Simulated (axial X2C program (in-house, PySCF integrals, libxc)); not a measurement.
Results of a calculation; reference values are marked as such.
## HfH⁺: input and output

Program: an in-house all-electron X2C program for linear molecules (integrals from PySCF).

Input file and command:
```json
{"zs": [72, 1], "q": 1, "bas": ["dyall-cv3z", "dyall-v3z"], "levels": ["PBE0", "HF", "r2SCAN"], "cc": true, "r0": 1.84, "thr": -1.0, "nmax": 90, "npts": 10, "nst": 2, "ntry": 6}
```
```bash
python so2c.py task.json out
```

Keys: zs atomic numbers; q charge; bas basis sets; levels methods; cc coupled cluster on or off; r0 starting distance in Å; thr threshold in hartree for freezing inner shells (an s shell follows its p shell); nmax most natural virtual spinors; npts points on the curve; nst determinants followed; ntry starts of the search. HF also brings MP2.

Output of the r2SCAN step, two-component, at R = 1.778 Å for the state Ω = 1. It starts from PBE0 orbitals of this distance.

```
two-component X2C + atomic mean field  r2SCAN
basis functions 202  fitting functions 1009  grid points 5072
iter        total energy     max residual
   1     -15077.008424398     3.42e-01
   2     -15077.012637977     1.36e-02
   3     -15077.013242423     3.21e-02
   4     -15077.013327363     1.09e-03
   5     -15077.013337066     5.44e-03
   6     -15077.013342249     3.16e-04
   7     -15077.013342601     1.01e-03
   8     -15077.013342916     3.96e-05
   9     -15077.013342920     9.72e-06
converged
one-electron -20703.19306723  Coulomb 5930.58230355  exact exchange 0.00000000  xc functional -313.12089254  nuclear repulsion 21.42899842  atomic mean-field constant -12.71068511
```
Energies are in hartree; totals compare only within one Hamiltonian and basis.
